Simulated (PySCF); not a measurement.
Input for PySCF: R-HF/STO-3G on FHOTe (SMILES O[Te]F), a point of a bond scan (R = 1.540 Å).

```python
from pyscf import gto, scf, dft, mp
from pyscf.data.elements import chemcore

mol = gto.M(
    atom='''
    Te    0.11954946    0.04292439    0.30932958
    F    -0.83646983    0.91496057   -0.52573465
    O     0.30870938   -1.40576060   -0.98121946
    H     0.99302490   -1.18271001   -1.62487581
    ''',
    basis='sto-3g',
    charge=0, spin=0, verbose=3, max_memory=1800)
mf = scf.RHF(mol)
mf.conv_tol = 1e-8
mf.max_cycle = 100
mf.kernel()
if not mf.converged:
    mf = mf.newton().run(mf.mo_coeff, mf.mo_occ)
```

It printed:

```
converged SCF energy = -6719.36312850024
```

The run converged.

Cost: around 0.5 core-seconds (rough).
